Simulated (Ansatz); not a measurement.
Start from `CB(C=S)CCl` and change one atom or group to get `CB(C)CCl`.

Ansatz, PBE0-D4/def2-TZVP geometries, multiplicity 1. Each molecule was computed in one conformer, which needn't be the lowest.

| property | `CB(C=S)CCl` |
| --- | --- |
| HOMO energy (PBE0/def2-TZVPP) / eV | -6.65 |
| LUMO energy (PBE/def2-TZVPP) / eV | -3.45 |
| LUMO energy (PBE0/def2-TZVPP) / eV | -2.52 |
| LUMO energy (B3LYP/def2-TZVPP) / eV | -2.70 |
| size of the dipole moment (ωB97M-V/def2-TZVPP) / D | 0.80 |
| HOMO–LUMO gap (PBE/def2-TZVPP) / eV | 2.03 |

Question: Give the same properties after the change, and the shifts. (An estimate is asked.)

Answer: Computed: 
```json
{"property": "HOMO energy (PBE0/def2-TZVPP) / eV", "`CB(C)CCl`": "-8.10", "shift": "-1.45"}
{"property": "LUMO energy (PBE/def2-TZVPP) / eV", "`CB(C)CCl`": "-1.70", "shift": "1.75"}
{"property": "LUMO energy (PBE0/def2-TZVPP) / eV", "`CB(C)CCl`": "-0.68", "shift": "1.84"}
{"property": "LUMO energy (B3LYP/def2-TZVPP) / eV", "`CB(C)CCl`": "-0.90", "shift": "1.80"}
{"property": "size of the dipole moment (ωB97M-V/def2-TZVPP) / D", "`CB(C)CCl`": "1.75", "shift": "0.95"}
{"property": "HOMO–LUMO gap (PBE/def2-TZVPP) / eV", "`CB(C)CCl`": "5.05", "shift": "3.02"}
```

With PBE0 the HOMO falls by 1.45 eV and the LUMO rises by 1.84 eV, so the gap widens by about 3.29 eV. PBE moves the HOMO by -1.28 eV and ωB97M-V by -1.54 eV. Dipoles are sizes alone; their direction can turn.

B3LYP here is the variant with VWN-RPA as its local correlation; programs differ in this.
